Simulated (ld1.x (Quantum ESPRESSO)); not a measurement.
# What one change does to a pseudopotential (Tb (Z = 65), TM)

ld1.x (Quantum ESPRESSO) 7.5 input, shortened:

```
&input
   title='Tb', zed=65., rel=1, dft='PBESOL', iswitch=3,
   config='[Xe] 4f9 5d1 6s1 6p0'
 /
 &inputp
   pseudotype=2, tm=.true., lloc=2,
   nlcc=.true., new_core_ps=.true., rcore=0.75
 /
4
6S  1  0   1.00   0.00  3.95  3.95  0.0
5P  2  1   6.00   0.00  1.90  1.90  0.0
4F  4  3   9.00   0.00  1.35  1.35  0.0
5D  3  2   1.00   0.00  3.15  3.15  0.0
 &test
   configts(1)='4f9 5p6 5d1 6s1 6p0'
 /
```

Change: wave 5p (bound): rc 1.90 bohr becomes 5p (bound): rc 1.22 bohr.

Cutoffs: the cutoffs (Ry, on a coarse ladder) from which the occupation-weighted sum of valence levels, in a spherical-Bessel basis at the reference potential, stays within 10 and 1 mRy of its value at 400 Ry; they do not see the model core or the augmentation charge, which bear on the density cutoff. Errors are all-electron minus pseudo energies relative to the spin-unpolarised reference configuration.

Problem. What does the change do?

Solution. Both files keep a bound ghost (s); of the 7 tests that both files solve, the error grows in 0 and shrinks in 1 by more than 15 % and 0.3 meV (median size 12.8 → 5.7 meV).

```csv
quantity,base,changed
"cutoff, loose",230 Ry,230 Ry
"cutoff, tight",over 300 Ry,over 300 Ry
loose cutoff by channel (10 mRy a level),"s 6 Ry, p 25 Ry, f 200 Ry, d 10 Ry","s 6 Ry, p 60 Ry, f 200 Ry, d 10 Ry"
bound ghosts,s,s
"error for 4f9 5p6 5d0 6s2 6p0, meV [ΔE -2.48 eV]",-0.3,-0.2
"error for 4f9 5p6 5d0 6s1 6p0, meV [ΔE 3.70 eV]",-1.2,-0.9
"error for 4f9 5p6 5d0 6s0 6p0, meV [ΔE 15.11 eV]",-24,-23
"error for 4f10 5p6 5d0 6s0 6p0, meV [ΔE 5.38 eV]",-220,-229
"error for 4f9 5p6 5d0 6s0 6p1, meV [ΔE 7.06 eV]",+13,+5.7
"error for 4f8 5p6 5d1 6s2 6p0, meV [ΔE 1.64 eV]",-306,-329
"error for 4f9 5p6 5d0.5 6s1.5 6p0, meV [ΔE -1.25 eV]",+0.6,+0.6
s: phases at 4.29 bohr within 0.05 rad from the reference energy up to (Ry; the scan ends near 5),1.2,1.2
p: phases at 4.29 bohr within 0.05 rad from the reference energy up to (Ry; the scan ends near 5),n/a,n/a
d: phases at 4.29 bohr within 0.05 rad from the reference energy up to (Ry; the scan ends near 5),0.9,0.9
f: phases at 4.29 bohr within 0.05 rad from the reference energy up to (Ry; the scan ends near 5),n/a,n/a
```

 A true bound ghost makes a file unfit for plane-wave use even where its test errors are small: the radial tests pick states by their node count and pass the ghost by.
